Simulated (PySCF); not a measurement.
Isomers of C4H13FN2Si2, one GFN2-xTB conformer each. Single-point energies are computed at PBE0/pcSseg-1 (PySCF, gas phase, no added dispersion term), electronic only.

Question: Rank them by PBE0/pcSseg-1 energy, lowest first (kcal/mol).
A. `[CH3:1][C@:2]1([CH2:3][CH2:4][F:5])[NH:6][SiH2:7][NH:8][SiH2:9]1` with C1–C2–C3–C4 59°, C2–C3–C4–F5 55°, C1–C2–N6–Si7 -92°, C2–N6–Si7–N8 -18°, N6–Si7–N8–Si9 -1°, Si7–N8–Si9–C2 13°
B. `[CH2:1]=[C:2]([CH2:3][F:4])[SiH2:5][N:6]([CH3:7])[SiH2:8][NH2:9]` with C1–C2–C3–F4 -135°, C1–C2–Si5–N6 59°, C2–Si5–N6–C7 82°, Si5–N6–Si8–N9 -20°, N6–Si8–N9–H 180° and -47°
C. `[NH2:1][CH2:2][C:3]1([Si@H:4]([F:5])[NH:6][SiH3:7])[CH2:8][CH2:9]1` with H–N1–C2–C3 61° and -57°, N1–C2–C3–Si4 -58°, C2–C3–Si4–F5 -163°, C3–Si4–N6–Si7 -174°

Answer: C (0.0), A (11.6), B (34.2).

As drawn, the lowest has a three-membered ring and an Si–F bond, which the highest lacks; the highest has a C=C bond outside aromatic rings, which the lowest lacks. GFN2-xTB itself gives, in the same order: 0.0, 1.7, 34.7. Both levels put the same isomer lowest; measured from each level's own lowest isomer, the values differ by up to 9.9 kcal/mol (C[C@]1(CCF)N[SiH2]N[SiH2]1: 1.7 against 11.6).

Question: Which frontier levels, dipoles and rotational constants go with these structures?

Answer: 
```
                    SMILES  HOMO (eV, PBE0/pcSseg-1)  LUMO (eV)  dipole (D)       A, B, C (MHz)
 NCC1([Si@H](F)N[SiH3])CC1                     -6.86       0.17        1.39  1665, 761.4, 595.6
C[C@]1(CCF)N[SiH2]N[SiH2]1                     -6.66       0.69        1.77  2148, 822.1, 704.7
  C=C(CF)[SiH2]N(C)[SiH2]N                     -6.72      -0.49        1.98  1848, 693.8, 589.0
```
